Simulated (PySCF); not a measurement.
## Electronic structure of S²⁺ (sulfur, charge +2) at the UHF level

Configuration: [Ne] 3s2 3p2, high-spin 3P determinant. Calculation: PySCF 2.14, in def2-TZVP; no relativity, point nucleus.

* Total energy: -396.327743 hartree
* One-electron energy: -535.1959 hartree
* Hartree (Coulomb) energy: 163.2820 hartree
* Exchange energy: -24.4138 hartree
* Kinetic energy: 396.25983 hartree
* ⟨S²⟩: 2.0116
* ⟨L²⟩: 2.034
* Sum of ⟨r⟩: 10.52 bohr
* Sum of ⟨r²⟩: 15.12 bohr²
* Traceless quadrupole moment −½Σ⟨3z² − r²⟩ along its main axis: 1.45 e·bohr²
* Density at the nucleus (Gaussians lack the cusp): 2570 bohr⁻³
* Spin density at the nucleus: 0.247 bohr⁻³
* Langevin diamagnetic susceptibility: -12.0 ×10⁻⁶ cm³/mol
* Time after the integrals: 0.12 s of wall time on 1 thread of Neoverse-V1 (shared host)

```json
{"shell": "1s α", "electrons": "1", "mean orbital energy (hartree)": "-92.98605", "spread (hartree)": "0", "rms radius, mean of both spins (bohr)": "0.113"}
{"shell": "1s β", "electrons": "1", "mean orbital energy (hartree)": "-92.96000", "spread (hartree)": "0", "rms radius, mean of both spins (bohr)": "0.113"}
{"shell": "2s α", "electrons": "1", "mean orbital energy (hartree)": "-9.96165", "spread (hartree)": "0", "rms radius, mean of both spins (bohr)": "0.517"}
{"shell": "2s β", "electrons": "1", "mean orbital energy (hartree)": "-9.93733", "spread (hartree)": "0", "rms radius, mean of both spins (bohr)": "0.517"}
{"shell": "2p α", "electrons": "3", "mean orbital energy (hartree)": "-7.64645", "spread (hartree)": "0.02278", "rms radius, mean of both spins (bohr)": "0.491"}
{"shell": "2p β", "electrons": "3", "mean orbital energy (hartree)": "-7.60117", "spread (hartree)": "0.02690", "rms radius, mean of both spins (bohr)": "0.491"}
{"shell": "3s α", "electrons": "1", "mean orbital energy (hartree)": "-1.78217", "spread (hartree)": "0", "rms radius, mean of both spins (bohr)": "1.72"}
{"shell": "3s β", "electrons": "1", "mean orbital energy (hartree)": "-1.53801", "spread (hartree)": "0", "rms radius, mean of both spins (bohr)": "1.72"}
{"shell": "3p α", "electrons": "2", "mean orbital energy (hartree)": "-1.27578", "spread (hartree)": "0", "rms radius, mean of both spins (bohr)": "1.90"}
```
